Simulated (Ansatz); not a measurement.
Geometry optimisation, RKS B3LYP/def2-SVP in Ansatz.

The input (input.yaml):

```yaml
crystal:
  periodic: [false, false, false]
  atoms:
    - { symbol: F, position_ang: [-1.3209, 1.5802, 1.3952] }
    - { symbol: C, position_ang: [-0.0225, 1.5347, 1.3044] }
    - { symbol: "N", position_ang: [0.2819, 0.2129, 0.8015] }
    - { symbol: C, position_ang: [-0.0895, 0.0484, -0.5696] }
    - { symbol: Si, position_ang: [0.76939, 1.24855, -1.73711] }
    - { symbol: H, position_ang: [0.3561, 2.3509, 0.6551] }
    - { symbol: H, position_ang: [0.4147, 1.6872, 2.3135] }
    - { symbol: H, position_ang: [-0.1392, -0.4302, 1.4139] }
    - { symbol: H, position_ang: [-1.12827, 0.04505, -0.69793] }
    - { symbol: H, position_ang: [0.28493, -1.01618, -0.86197] }
    - { symbol: H, position_ang: [0.48928, 0.91127, -3.12421] }
    - { symbol: H, position_ang: [2.24287, 1.21802, -1.50832] }
    - { symbol: H, position_ang: [0.28048, 2.5665, -1.45824] }
basis:
  gaussian: { orbitals: def2-SVP }
hamiltonian:
  xc: b3lyp
relax:
  f_tol: 0.015
  max_steps: 40
```

Run as:

```bash
$ ansatz run input.yaml --threads 2 --pin off --max-ram 3072MiB --backend cpu --events-out ev --progress --plain --runs-dir out
```

Problem. Where does it end, and by what steps?

Solution. It converged. The force dipped under the threshold on the way, but the program's further checks kept it going. After 13 steps the energy has fallen by 0.677 eV; H12 moved furthest, 0.48 Å.

| step | energy less start (eV) | largest force component (eV/Å) | accepted |
| --- | --- | --- | --- |
| 0 | 0.0000 | 4.151 | yes |
| 1 | -0.5607 | 1.697 | yes |
| 2 | -0.6481 | 0.787 | yes |
| 3 | -0.6639 | 0.348 | yes |
| 4 | -0.6698 | 0.142 | yes |
| 5 | -0.6715 | 0.075 | yes |
| 6 | -0.6729 | 0.047 | yes |
| 7 | -0.6738 | 0.058 | yes |
| 8 | -0.6748 | 0.048 | yes |
| 9 | -0.6755 | 0.147 | yes |
| 10 | -0.6762 | 0.068 | yes |
| 11 | -0.6764 | 0.027 | yes |
| 12 | -0.6765 | 0.010 | yes |
| 13 | -0.6766 | 0.007 | yes |

```xyz
13
Properties=species:S:1:pos:R:3
F -1.579 1.427 1.600
C -0.185 1.516 1.442
N 0.382 0.394 0.805
C -0.045 0.123 -0.573
Si 0.872 1.188 -1.863
H 0.003 2.429 0.853
H 0.245 1.627 2.451
H 0.304 -0.435 1.391
H -1.142 0.206 -0.706
H 0.210 -0.923 -0.814
H 0.328 0.883 -3.220
H 2.330 0.876 -1.839
H 0.695 2.646 -1.601
```

The run took 50 s on 2 threads of Arm Neoverse V1, with other jobs on the host, peak memory 0.26 GiB.
